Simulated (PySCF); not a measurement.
Ga(F)2(tBu), SMILES C[C](C)(C)[Ga]([F])[F] (C4H9F2Ga), singlet (GFN2-xTB optimised geometry):

```
16

Ga     0.703    -1.066     0.000
F      2.486    -1.066     0.000
F      0.004    -2.705    -0.046
C     -0.465     0.731     0.000
C     -0.594     1.207    -1.437
C     -1.812     0.358     0.586
C      0.296     1.735     0.843
H     -1.173     2.131    -1.460
H     -1.106     0.465    -2.050
H      0.386     1.406    -1.871
H     -2.261    -0.466     0.030
H     -1.718     0.058     1.629
H     -2.486     1.215     0.530
H      0.343     1.418     1.886
H      1.315     1.856     0.473
H     -0.200     2.705     0.796
```

Method: B3LYP/def2-TZVP run with PySCF.

Problem. What are the frontier orbital energies and the dipole moment?

Solution. HOMO-2 -9.86 eV, HOMO-1 -9.85 eV, HOMO -7.73 eV, LUMO -1.65 eV, LUMO+1 -1.14 eV; dipole moment 4.13 D.

On the same geometry PBE/def2-TZVP (PySCF) gives HOMO-2 -8.61 eV, HOMO-1 -8.43 eV, HOMO -6.73 eV, LUMO -2.23 eV, LUMO+1 -1.63 eV; dipole moment 3.97 D.

Meta-Löwdin charges at B3LYP/def2-TZVP: Ga1 1.01, F2 -0.50, F3 -0.50, C4 -0.03, C5 -0.32, C6 -0.32, C7 -0.32, H8 0.11, H9 0.11, H10 0.11, H11 0.12, H12 0.11, H13 0.11, H14 0.11, H15 0.12, H16 0.11.
